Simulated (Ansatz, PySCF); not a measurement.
Species: AlI2, net charge 0, doublet state. It need not be the lowest isomer of its formula. 
Structure (B3LYP-D3(BJ)/def2-TZVP (Ansatz, a first-principles code) minimum search):
```
Al
I 1 2.5134
I 1 2.5134 2 119.81
```
Charge 0, spin multiplicity 2.

Property: vertical ionisation energy (to the singlet state of charge +1; each state is the SCF solution reached for its spin), in eV. Valence correlation only, unless marked. Open shells are spin-unrestricted. Spin-orbit coupling is left out. The frozen core is the preceding noble-gas configuration, with the filled d and f shells of earlier blocks. Past Kr the def2 sets carry scalar-relativistic core potentials. CBS(X,Y): correlation extrapolated as X^-3; Hartree-Fock from the larger set. [CCSD(T)-MP2]/basis is that difference in the basis named.

```
level                                                          program  vertical ionisation energy (eV)
-------------------------------------------------------------  -------  -------------------------------
HF/def2-QZVPPD                                                  Ansatz                             8.00
PBE/def2-TZVPD                                                  Ansatz                             7.97
r2SCAN/def2-TZVPD                                               Ansatz                             8.18
B3LYP/def2-TZVPD                                                Ansatz                             8.10
PBE0/def2-TZVPD                                                 Ansatz                             8.17
wB97M-V/def2-TZVPD                                              Ansatz                             8.09
wB97X-V/def2-TZVPD                                              Ansatz                             8.17
MP2/def2-SVPD                                                   Ansatz                             8.00
RI-MP2/def2-QZVPPD                                              Ansatz                             8.02
RI-MP2/CBS(def2-TZVPPD,def2-QZVPPD)                             Ansatz                             8.06
SCS-MP2/def2-SVPD                                               Ansatz                             7.95
SCS-MP2/def2-TZVPPD                                             Ansatz                             7.91
CCSD/def2-TZVPPD                                                Ansatz                             8.01
RI-MP2/CBS(def2-TZVPPD,def2-QZVPPD)+[CCSD(T)-MP2]/def2-SVPD     Ansatz                             8.02
RI-MP2/CBS(def2-TZVPPD,def2-QZVPPD)+[CCSD(T)-MP2]/def2-TZVPPD   Ansatz                             8.06
```

For comparison, minus the highest occupied orbital energy (PySCF): 5.54 eV at TPSS/def2-TZVPD, 6.55 eV at MN15/def2-TZVPD, 5.46 eV at SVWN5/def2-TZVPD.
